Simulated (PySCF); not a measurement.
SZn, SMILES [S]=[Zn]. Heavy atoms are numbered as in [Zn:1]=[S:2].

Geometry optimised at B3LYP-D3(BJ)/def2-TZVP.

Level of theory: B3LYP/def2-TZVPD in PySCF.

Mulliken values depend strongly on the basis, most of all with diffuse functions as here. ESP charges are fitted to the potential on shells at 1.4 to 2.0 van der Waals radii. Atomic charges (e), one atom of each kind:

```json
[
 {"atom": "Zn1", "meta-Löwdin": "0.87", "ESP fit": "[?]", "Mulliken": "0.24"},
 {"atom": "S2", "meta-Löwdin": "-0.87", "ESP fit": "[?]", "Mulliken": "-0.24"}
]
```

Task: Some entries are withheld; supply them. (Estimate from the structure and the level; the computed values follow.)

Result: 
- Zn1, ESP fit: 0.60
- S2, ESP fit: -0.60
